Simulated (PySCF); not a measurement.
Species: C8H6OS.
Numbering: `[cH:1]1[cH:2][s:3][c:4](-[c:5]2[cH:6][cH:7][o:8][cH:9]2)[cH:10]1` (hydrogens: H11 on C1; H12 on C2; H13 on C6; H14 on C7; H15 on C9; H16 on C10)

The same species was optimised twice, with GFN2-xTB and with PBE0-D3(BJ)/def2-SVP (PySCF), and the same property calculations (PySCF, gas phase) were run on both structures.

```
     coordinate  GFN2-xTB  PBE0-D3(BJ)/def2-SVP  change
      C4–C5 (Å)     1.438                 1.452  +0.014
      C1–C2 (Å)     1.357                 1.369  +0.012
     C1–C10 (Å)     1.410                 1.421  +0.011
      C5–C6 (Å)     1.428                 1.439  +0.011
     C4–C10 (Å)     1.367                 1.378  +0.011
      S3–C4 (Å)     1.739                 1.733  -0.006
      O8–C9 (Å)     1.341                 1.346  +0.005
      C7–O8 (Å)     1.343                 1.348  +0.005
      C2–S3 (Å)     1.720                 1.717  -0.003
      C6–C7 (Å)     1.357                 1.360  +0.003
      C5–C9 (Å)     1.371                 1.371   0.000
   C2–S3–C4 (°)      91.2                  92.3    +1.1
   C4–C5–C9 (°)     127.6                 128.3    +0.7
   C4–C5–C6 (°)     127.3                 126.7    -0.6
   C1–C2–S3 (°)     112.1                 111.5    -0.6
   S3–C4–C5 (°)     120.9                 121.5    +0.6
   C7–O8–C9 (°)     107.1                 107.5    +0.4
  S3–C4–C10 (°)     110.8                 110.4    -0.4
   C6–C7–O8 (°)     110.9                 110.6    -0.3
S3–C4–C5–C6 (°)       180                   180       0
```

Rotational constants: A = 3462, B = 746.2, C = 613.9 MHz (GFN2-xTB) against A = 3456, B = 734.9, C = 606.0 MHz (PBE0-D3(BJ)/def2-SVP). Point groups within 0.08 Å: Cs and Cs.

On the GFN2-xTB structure: HOMO (eV) -6.10 [PBE0/pcSseg-1]; LUMO (eV) -0.96 [PBE0/pcSseg-1]; dipole (D) 0.99 [PBE0/pcSseg-1]; GIAO shielding of C1 (ppm) 55.5 [PBE0/pcSseg-1]; GIAO shielding of C2 (ppm) 56.3 [PBE0/pcSseg-1]; GIAO shielding of S3 (ppm) 291.3 [PBE0/pcSseg-1]; GIAO shielding of C4 (ppm) 41.3 [PBE0/pcSseg-1]; GIAO shielding of C5 (ppm) 58.1 [PBE0/pcSseg-1]; GIAO shielding of C6 (ppm) 72.5 [PBE0/pcSseg-1]; GIAO shielding of C7 (ppm) 38.6 [PBE0/pcSseg-1]; GIAO shielding of O8 (ppm) 40.4 [PBE0/pcSseg-1].

What do these properties become on the PBE0-D3(BJ)/def2-SVP structure?

| property | level | on GFN2-xTB | on PBE0-D3(BJ)/def2-SVP | change |
| --- | --- | --- | --- | --- |
| HOMO (eV) | PBE0/pcSseg-1 | -6.10 | -6.14 | -0.04 |
| LUMO (eV) | PBE0/pcSseg-1 | -0.96 | -0.97 | -0.01 |
| dipole (D) | PBE0/pcSseg-1 | 0.99 | 0.95 | -0.04 |
| energy, GFN2-xTB geometry as zero (kcal/mol) | PBE0/pcSseg-1 | 0.0 | -0.6 | -0.6 |
| GIAO shielding of C1 (ppm) | PBE0/pcSseg-1 | 55.5 | 52.7 | -2.8 |
| GIAO shielding of C2 (ppm) | PBE0/pcSseg-1 | 56.3 | 54.8 | -1.5 |
| GIAO shielding of S3 (ppm) | PBE0/pcSseg-1 | 291.3 | 288.5 | -2.8 |
| GIAO shielding of C4 (ppm) | PBE0/pcSseg-1 | 41.3 | 41.2 | -0.1 |
| GIAO shielding of C5 (ppm) | PBE0/pcSseg-1 | 58.1 | 57.9 | -0.2 |
| GIAO shielding of C6 (ppm) | PBE0/pcSseg-1 | 72.5 | 71.1 | -1.4 |
| GIAO shielding of C7 (ppm) | PBE0/pcSseg-1 | 38.6 | 37.4 | -1.2 |
| GIAO shielding of O8 (ppm) | PBE0/pcSseg-1 | 40.4 | 35.8 | -4.6 |

The heavy atoms differ by 0.018 Å rms after alignment. Among bonds between heavy atoms C4–C5 changes most (+0.014 Å). Changes are differences of the printed values. Neither structure is proved a minimum here.

Shape of the structure used: `[cH:1]1[cH:2][s:3][c:4](-[c:5]2[cH:6][cH:7][o:8][cH:9]2)[cH:10]1`: S3–C4–C5–C6 180°.
